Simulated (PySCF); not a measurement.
Stepwise substitution at one centre (Al NH2-I). Gas-phase values, no solvent. Strings in code marks are SMILES.

The four lowest singlet excitations (Tamm–Dancoff). Calculation: PBE-D3(BJ)/def2-TZVP // B3LYP-D3(BJ)/def2-TZVP in PySCF. Excitations are Tamm–Dancoff values on a coarser integration grid. The basis has no diffuse functions, so Rydberg states are missing or too high.

```csv
state,energy (eV),wavelength (nm),oscillator strength
S1,4.81,258,0.000
S2,5.13,242,0.001
S3,5.36,231,0.023
S4,5.86,212,0.070
```

Task: Say which member gives these states.
A. `[NH2][Al]([NH2])[NH2]`
B. `[NH2][Al]([I])[I]`
C. `[NH2][Al]([NH2])[I]`

Result: C, `[NH2][Al]([NH2])[I]`
